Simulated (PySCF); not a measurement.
Job file and geometry (Å, from GFN2-xTB) of an NMR shielding run on SMILES B1(Cl)OCCCO1, C₃H₆BClO₂, GIAO PBE0/pcSseg-1 NMR shielding, non-relativistic, gas phase (PySCF); density fitting, a coarse starting grid and PySCF grid level 2 are the driver's defaults:

```
$ OMP_NUM_THREADS=1 python probes_run.py task.json out

{"job": {"kind": "nmr", "xc": "PBE0", "basis": "pcSseg-1"}, "charge": 0, "multiplicity": 1}
Cl     3.114743     0.120679     1.340566
B      1.568965     0.049838     0.575642
O      0.997300    -1.165826     0.432110
C     -0.279848    -1.266168    -0.179911
C     -1.089045     0.015186     0.011366
C     -0.253582     1.205641    -0.455360
O      1.021912     1.215764     0.167745
H     -0.779985    -2.122863     0.280331
H     -0.131730    -1.470950    -1.246866
H     -2.020252    -0.037749    -0.550166
H     -1.315424     0.136576     1.072441
H     -0.103020     1.167354    -1.540721
H     -0.734423     2.153004    -0.196456
```

Q: What does the program print?

A: 
```
coarse grid: 11864 points
cycle   1  E = -752.8680828673  dE =  1.126e+00  |g| = 7.554e-01  |ddm| = 3.153e+00
cycle   2  E = -752.7773297245  dE =  9.075e-02  |g| = 1.057e+00  |ddm| = 1.135e+00
cycle   3  E = -752.9697095823  dE = -1.924e-01  |g| = 8.221e-02  |ddm| = 6.852e-01
cycle   4  E = -752.9709585429  dE = -1.249e-03  |g| = 2.926e-02  |ddm| = 8.114e-02
cycle   5  E = -752.9711394471  dE = -1.809e-04  |g| = 5.778e-03  |ddm| = 2.754e-02
cycle   6  E = -752.9711467108  dE = -7.264e-06  |g| = 1.367e-03  |ddm| = 5.526e-03
final grid: 111232 points
cycle   7  E = -753.0316346342  dE = -3.563e-05  |g| = 1.200e-02  |ddm| = 2.261e-02
cycle   8  E = -753.0316082777  dE =  2.636e-05  |g| = 1.710e-02  |ddm| = 1.633e-02
cycle   9  E = -753.0316608714  dE = -5.259e-05  |g| = 9.792e-04  |ddm| = 9.922e-03
cycle  10  E = -753.0316610602  dE = -1.888e-07  |g| = 2.751e-04  |ddm| = 9.486e-04
cycle  11  E = -753.0316610764  dE = -1.619e-08  |g| = 3.650e-05  |ddm| = 2.278e-04
cycle  12  E = -753.0316610766  dE = -2.306e-10  |g| = 1.532e-05  |ddm| = 4.481e-05
converged SCF energy = -753.0316610766

GIAO shielding tensors (ppm)
atom      isotropic    diamagn.    paramagn.     s11        s22        s33       span
  0 Cl     887.111    1147.970    -260.859    750.007    889.577   1021.750    271.743
  1 B       77.279     195.917    -118.638     69.398     78.328     84.111     14.713
  2 O      215.216     392.557    -177.340    100.769    220.351    324.528    223.759
  3 C      119.964     243.747    -123.783     99.003    105.546    155.341     56.338
  4 C      156.135     252.117     -95.983    148.985    156.009    163.411     14.427
  5 C      119.998     243.753    -123.755     99.053    105.595    155.346     56.293
  6 O      215.106     392.566    -177.460    100.737    220.132    324.448    223.710
  7 H       27.310      28.506      -1.196     22.526     26.654     32.749     10.223
  8 H       27.453      29.487      -2.034     22.862     26.227     33.271     10.409
  9 H       30.131      30.319      -0.188     26.489     27.070     36.835     10.346
 10 H       29.681      31.177      -1.496     26.231     27.621     35.191      8.960
 11 H       27.456      29.488      -2.032     22.866     26.229     33.274     10.408
 12 H       27.313      28.507      -1.194     22.528     26.657     32.754     10.226
```

Size and cost of the density-fitted run: 156 basis functions, 61 s wall time on 1 thread of an Intel Xeon, shared host; peak memory 0.72 GiB.
